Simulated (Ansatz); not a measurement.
Geometry optimisation of the cluster CuO2.

```yaml
crystal:
  periodic: [false, false, false]
  atoms:
    - {symbol: Cu, position_ang: [0.224150, 0.155160, -0.192880]}
    - {symbol: O, position_ang: [-0.022370, 1.008780, 1.074940]}
    - {symbol: O, position_ang: [-0.201780, -1.163940, -0.882060]}
basis:
  gaussian: {orbitals: def2-TZVP}
magnetization: {spin_polarized: true, initial_magnetization: 1}
hamiltonian: {xc: r2scan, dispersion: d4}
scf: {omitted_lower_state_checks: [starts]}
output: {orbitals: {seedname: orbitals}}
relax: {f_tol: 0.02, max_steps: 100}
```

```sh
$ ansatz run in.yaml --threads 2 --pin off --events-out ev --progress --plain --max-ram 4352MiB
```

Output, abridged:

```
Functional definition: r2SCAN
mean field -48729.54964329 eV, -1790.7779193160 hartree, gradient 5.0e-6 eV, S^2 1.361557; 0 other end points of the search recorded, 0 dependent functions left out
relax step   1: F+E_penalty+E_count = -48729.55878273 eV  Δ(F+E_penalty+E_count) = +0.000e0 eV  max|allowed force component| = 4.243e0 eV/Å  Δτ_max = 0.0000 Å  (97 SCF iters, accepted)
mean field -48729.94950963 eV, -1790.7926141330 hartree, gradient 8.2e-6 eV, S^2 1.500194; 0 other end points of the search recorded, 0 dependent functions left out
relax step   2: F+E_penalty+E_count = -48729.95852152 eV  Δ(F+E_penalty+E_count) = -3.997e-1 eV  max|allowed force component| = 2.492e0 eV/Å  Δτ_max = 0.0528 Å  (75 SCF iters, accepted)
mean field -48730.28122541 eV, -1790.8048044629 hartree, gradient 6.6e-6 eV, S^2 1.633496; 0 other end points of the search recorded, 0 dependent functions left out
relax step   3: F+E_penalty+E_count = -48730.29001314 eV  Δ(F+E_penalty+E_count) = -3.315e-1 eV  max|allowed force component| = 1.704e0 eV/Å  Δτ_max = 0.1396 Å  (78 SCF iters, accepted)
mean field -48730.43854879 eV, -1790.8105859904 hartree, gradient 2.5e-6 eV, S^2 1.661304; 1 other end points of the search recorded, 0 dependent functions left out
relax step   4: F+E_penalty+E_count = -48730.44717286 eV  Δ(F+E_penalty+E_count) = -1.572e-1 eV  max|allowed force component| = 5.357e-1 eV/Å  Δτ_max = 0.2000 Å  (265 SCF iters, accepted)
mean field -48730.44816820 eV, -1790.8109394973 hartree, gradient 7.5e-6 eV, S^2 1.655632; 0 other end points of the search recorded, 0 dependent functions left out
relax step   5: F+E_penalty+E_count = -48730.45681028 eV  Δ(F+E_penalty+E_count) = -9.637e-3 eV  max|allowed force component| = 3.556e-1 eV/Å  Δτ_max = 0.0100 Å  (89 SCF iters, accepted)
mean field -48730.45603800 eV, -1790.8112287071 hartree, gradient 6.1e-10 eV, S^2 1.644542; 0 other end points of the search recorded, 0 dependent functions left out
relax step   6: F+E_penalty+E_count = -48730.46471457 eV  Δ(F+E_penalty+E_count) = -7.904e-3 eV  max|allowed force component| = 7.439e-2 eV/Å  Δτ_max = 0.0236 Å  (150 SCF iters, accepted)
mean field -48730.45619636 eV, -1790.8112345268 hartree, gradient 4.8e-10 eV, S^2 1.645795; 0 other end points of the search recorded, 0 dependent functions left out
relax step   7: F+E_penalty+E_count = -48730.46486749 eV  Δ(F+E_penalty+E_count) = -1.529e-4 eV  max|allowed force component| = 1.570e-1 eV/Å  Δτ_max = 0.0166 Å  (177 SCF iters, accepted)
mean field -48730.45671196 eV, -1790.8112534748 hartree, gradient 5.6e-10 eV, S^2 1.645688; 0 other end points of the search recorded, 0 dependent functions left out
relax step   8: F+E_penalty+E_count = -48730.46538425 eV  Δ(F+E_penalty+E_count) = -5.168e-4 eV  max|allowed force component| = 1.519e-2 eV/Å  Δτ_max = 0.0031 Å  (151 SCF iters, accepted)
mean field -48730.45672542 eV, -1790.8112539694 hartree, gradient 4.9e-10 eV, S^2 1.645542; 0 other end points of the search recorded, 0 dependent functions left out
relax step   9: F+E_penalty+E_count = -48730.46539822 eV  Δ(F+E_penalty+E_count) = -1.397e-5 eV  max|allowed force component| = 7.392e-4 eV/Å  Δτ_max = 0.0019 Å  (126 SCF iters, accepted)
mean field -48730.45672542 eV, -1790.8112539694 hartree, gradient 5.0e-10 eV, S^2 1.645542; 0 other end points of the search recorded, 0 dependent functions left out
Total energy: -48730.46541164 eV, -1790.8115731818 hartree
Atom 0 at     0.000592     0.003797     0.002982 Å, force    -0.000714    -0.000374     0.000739 eV/Å
Atom 1 at     0.107177     1.263867     1.133954 Å, force     0.000360     0.000206    -0.000355 eV/Å
Atom 2 at    -0.107768    -1.267664    -1.136935 Å, force     0.000354     0.000168    -0.000384 eV/Å
Dipole moment:     0.007113     0.080476     0.071764 e Å
Checks for a lower state left out: starts
```

Run time 2.8 min (2 threads of Arm Neoverse V2 on a shared host).

The charge 0 doublet is spin-contaminated (final ⟨S²⟩ up to 1.65, 0.75 for a pure state). Another isomer (doublet) lies 0.83 eV lower at PBE0-D4/def2-TZVP; other spin states weren't run for this one.
